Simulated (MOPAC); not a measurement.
A run for MOPAC: PM7 on HOTa (SMILES [OH][Ta]), 2S+1 = 1.

```
PM7 1SCF PRECISE CHARGE=0 THREADS=1
HOTa

Ta    -0.95916999 1    -0.70452319 1    -0.88504260 1
O      0.26903555 1    -0.05513221 1     0.31525750 1
H      0.65696572 1     0.80702700 1     0.49956547 1
```

The log:

```
*******************************************************************************
 **                                                                           **
 **                              MOPAC v23.2.5                                **
 **                                                                           **
 *******************************************************************************
 ** MOPAC's Digital Object Identifier: https://doi.org/10.5281/zenodo.6511958 **
 **                                                                           **
 ** Please cite the open-source release paper for use of this MOPAC version:  **
 ** J. E. Moussa and J. J. P. Stewart (2026)                                  **
 ** MOPAC: An open-source semiempirical molecular orbital program             **
 ** J. Open Source Softw., 11(119), 8025, https://doi.org/10.21105/joss.08025 **
 *******************************************************************************

                              PM7 CALCULATION RESULTS

 *******************************************************************************
 *  PM7        - The PM7 Hamiltonian to be used
 *
 *
 *
 *                 CHARGE ON SYSTEM = 0
 *
 *
 *
 *  PRECISE    - TIGHTER CRITERIA TO BE USED
 *  1SCF       - DO 1 SCF AND THEN STOP
 *  THREADS=1  - MULTI-THREADING NOT USED
 *  T=         - A TIME OF 172800.0 SECONDS REQUESTED
 *  DUMP=N     - RESTART FILE WRITTEN EVERY 7200.0 SECONDS REQUESTED
 *******************************************************************************
PM7 1SCF PRECISE CHARGE=0 THREADS=1
 HOTa

   ATOM   CHEMICAL          X               Y               Z
  NUMBER   SYMBOL      (ANGSTROMS)     (ANGSTROMS)     (ANGSTROMS)

     1      Ta         -0.95916999  *  -0.70452319  *  -0.88504260  *
     2       O          0.26903555  *  -0.05513221  *   0.31525750  *
     3       H          0.65696572  *   0.80702700  *   0.49956547  *



          CARTESIAN COORDINATES

    NO.       ATOM           X           Y           Z

     1        Ta         -0.9592     -0.7045     -0.8850
     2         O          0.2690     -0.0551      0.3153
     3         H          0.6570      0.8070      0.4996

 General Reference for PM7:
 "Optimization of Parameters for Semiempirical Methods VI: More Modifications to the
 NDDO Approximations and Re-optimization of Parameters", J. J. P. Stewart, J. Mol. Mod., 1:32, 19 (2013)
 https://link.springer.com/article/10.1007/s00894-012-1667-x

           Empirical Formula: H O Ta  =     3 atoms



      MOLECULAR POINT GROUP   :   Cs


      RHF CALCULATION, NO. OF DOUBLY OCCUPIED LEVELS = 6


 -------------------------------------------------------------------------------
 PM7 1SCF PRECISE CHARGE=0 THREADS=1
 HOTa



     1SCF WAS SPECIFIED, SO BFGS WAS NOT USED
     SCF FIELD WAS ACHIEVED


                              PM7 CALCULATION
                                                       MOPAC v23.2.5 Linux




          FINAL HEAT OF FORMATION =         38.82506 KCAL/MOL =     162.44407 KJ/MOL


          COSMO AREA              =         91.51 SQUARE ANGSTROMS
          COSMO VOLUME            =         79.72 CUBIC ANGSTROMS

          IONIZATION POTENTIAL    =          6.471037 EV
          HOMO LUMO ENERGIES (EV) =         -6.471  0.495
          NO. OF FILLED LEVELS    =          6
          MOLECULAR WEIGHT        =        197.9552         POINT GROUP:  Cs

          MOLECULAR DIMENSIONS (Angstroms)

            Atom       Atom       Distance
            H     3   Ta     1     2.61033
            O     2    H     3     0.47633
            O     2   Ta     1     0.00000


          SCF CALCULATIONS        =          1





   ATOM   CHEMICAL          X               Y               Z
  NUMBER   SYMBOL      (ANGSTROMS)     (ANGSTROMS)     (ANGSTROMS)

     1      Ta         -0.95916999  *  -0.70452319  *  -0.88504260  *
     2       O          0.26903555  *  -0.05513221  *   0.31525750  *
     3       H          0.65696572  *   0.80702700  *   0.49956547  *

                             CARTESIAN COORDINATES

   1   Ta       -0.959169990    -0.704523190    -0.885042600
   2    O        0.269035550    -0.055132210     0.315257500
   3    H        0.656965720     0.807027000     0.499565470


           Empirical Formula: H O Ta  =     3 atoms



      MOLECULAR POINT GROUP   :   Cs


                  EIGENVALUES
 -29.30931 -17.37571 -13.88416 -13.86140  -8.55469  -6.47104   0.49469   1.21334
   1.50385   2.17852   5.56176  24.74325  24.77786  24.77971


              NET ATOMIC CHARGES AND DIPOLE CONTRIBUTIONS

  ATOM NO.   TYPE          CHARGE      No. of ELECS.   s-Pop       p-Pop       d-Pop
    1         Ta           0.154725        4.8453     1.96031     0.00665     2.87832
    2          O          -0.508878        6.5089     1.69242     4.81646
    3          H           0.354153        0.6458     0.64585
 DIPOLE           X         Y         Z       TOTAL
 POINT-CHG.    -0.253     0.984    -0.579     1.169
 HYBRID        -0.135     0.031    -0.163     0.214
 SUM           -0.388     1.015    -0.741     1.315


          ATOMIC ORBITAL ELECTRON POPULATIONS

     Atom    s        px        py        pz      x^2-y^2     xz        z^2       yz        xy
    1 Ta   1.96031   0.00285   0.00110   0.00269   1.06698   0.73435   0.34899   0.56459   0.16341
    2  O   1.69242   1.67432   1.41503   1.72711
    3  H   0.64585

 **********************
 *                    *
 * JOB ENDED NORMALLY *
 *                    *
 **********************




 == MOPAC DONE ==
```

The run finished.

Cost: roughly 0.03 core-seconds.
